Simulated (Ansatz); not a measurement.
A nudged elastic band was laid between two geometries of C2H8OSn (12 atoms, charge 0, multiplicity 1).

The calculation used Ansatz 0.2.0, RKS PBE-D4/def2-SVP.

```json
{
 "movable images": "9",
 "climbing image": "yes",
 "spring": "5.0 eV/Å²",
 "optimiser": "quadratic models (default)",
 "start path": "through a guess of the saddle point",
 "force threshold": "0.05 eV/Å",
 "iteration limit": "60",
 "end points": "relaxed"
}
```

First end point:

```xyz
12
Properties=species:S:1:pos:R:3
Sn -1.049 0.412 0.983
C 0.170 -1.030 -0.112
C 0.770 -0.410 -1.377
O -0.012 2.152 1.012
H 0.729 2.084 1.642
H -1.395 -0.074 2.618
H -2.479 0.877 0.130
H -0.471 -1.908 -0.340
H 0.957 -1.381 0.588
H 1.345 0.510 -1.143
H -0.017 -0.119 -2.104
H 1.453 -1.115 -1.897
```

Last end point:

```xyz
12
Properties=species:S:1:pos:R:3
Sn -1.701 1.227 0.934
C 1.471 -0.658 0.007
C 0.274 -0.576 -0.935
O -0.210 1.408 2.050
H 1.323 0.001 0.889
H -2.947 0.030 1.166
H -2.062 2.292 -0.397
H 1.625 -1.693 0.373
H 2.401 -0.342 -0.505
H 0.129 0.452 -1.334
H -0.671 -0.898 -0.431
H 0.366 -1.242 -1.818
```

Problem. What changes between the two ends?

Solution. Bonds broken: Sn1–C2, O4–H5. Bonds formed: C2–H5. C2H8OSn becomes C2H6 + H2OSn.

Problem. What energy profile does the band end with?

Solution. The forces met the threshold. The highest image is number 5 of 0 to 10, 279.2 kJ/mol above the first end and 111.9 kJ/mol above the last; the last end lies 167.3 kJ/mol above the first. Neighbouring images differ by up to 1.8 eV, so the band resolves the path poorly. A vibrational analysis at the climbing image gives one clearly imaginary mode, 1615i cm⁻¹: a first-order saddle point. The orbitals stay closed-shell, which can raise the energy where a bond breaks towards radicals; this wasn't checked here.

```json
{"image": "0", "path coordinate (Å)": "0.00", "energy (kJ/mol)": "0.0", "Sn1–C2 (Å)": "2.18", "O4–H5 (Å)": "0.98", "C2–H5 (Å)": "3.62"}
{"image": "1", "path coordinate (Å)": "0.65", "energy (kJ/mol)": "0.6", "Sn1–C2 (Å)": "2.18", "O4–H5 (Å)": "0.98", "C2–H5 (Å)": "3.49"}
{"image": "2", "path coordinate (Å)": "1.29", "energy (kJ/mol)": "4.5", "Sn1–C2 (Å)": "2.18", "O4–H5 (Å)": "0.98", "C2–H5 (Å)": "3.10"}
{"image": "3", "path coordinate (Å)": "1.94", "energy (kJ/mol)": "22.8", "Sn1–C2 (Å)": "2.18", "O4–H5 (Å)": "0.98", "C2–H5 (Å)": "2.56"}
{"image": "4", "path coordinate (Å)": "2.58", "energy (kJ/mol)": "105.3", "Sn1–C2 (Å)": "2.26", "O4–H5 (Å)": "1.01", "C2–H5 (Å)": "1.95"}
{"image": "5", "path coordinate (Å)": "3.23", "energy (kJ/mol)": "279.2", "Sn1–C2 (Å)": "2.49", "O4–H5 (Å)": "1.44", "C2–H5 (Å)": "1.35"}
{"image": "6", "path coordinate (Å)": "4.51", "energy (kJ/mol)": "174.4", "Sn1–C2 (Å)": "3.19", "O4–H5 (Å)": "2.64", "C2–H5 (Å)": "1.11"}
{"image": "7", "path coordinate (Å)": "5.79", "energy (kJ/mol)": "174.0", "Sn1–C2 (Å)": "3.51", "O4–H5 (Å)": "2.76", "C2–H5 (Å)": "1.11"}
{"image": "8", "path coordinate (Å)": "7.07", "energy (kJ/mol)": "170.8", "Sn1–C2 (Å)": "3.61", "O4–H5 (Å)": "2.56", "C2–H5 (Å)": "1.11"}
{"image": "9", "path coordinate (Å)": "8.35", "energy (kJ/mol)": "168.7", "Sn1–C2 (Å)": "3.77", "O4–H5 (Å)": "2.40", "C2–H5 (Å)": "1.11"}
{"image": "10", "path coordinate (Å)": "9.63", "energy (kJ/mol)": "167.3", "Sn1–C2 (Å)": "3.80", "O4–H5 (Å)": "2.38", "C2–H5 (Å)": "1.11"}
```

Problem. What is the geometry of the highest image?

Solution. 
```xyz
12
Properties=species:S:1:pos:R:3
Sn -1.308 0.703 1.230
C 0.544 -0.523 0.095
C 0.710 -0.279 -1.404
O 0.253 1.804 1.556
H 0.615 0.648 0.768
H -2.015 -0.341 2.439
H -2.359 0.856 -0.156
H -0.172 -1.367 0.294
H 1.469 -0.892 0.592
H 1.447 0.529 -1.588
H -0.242 0.042 -1.876
H 1.058 -1.181 -1.951
```

Time of the run: 4.7 min on 2 threads of AMD EPYC 7B13 (Zen 3), on a shared host, peak memory 0.16 GiB.
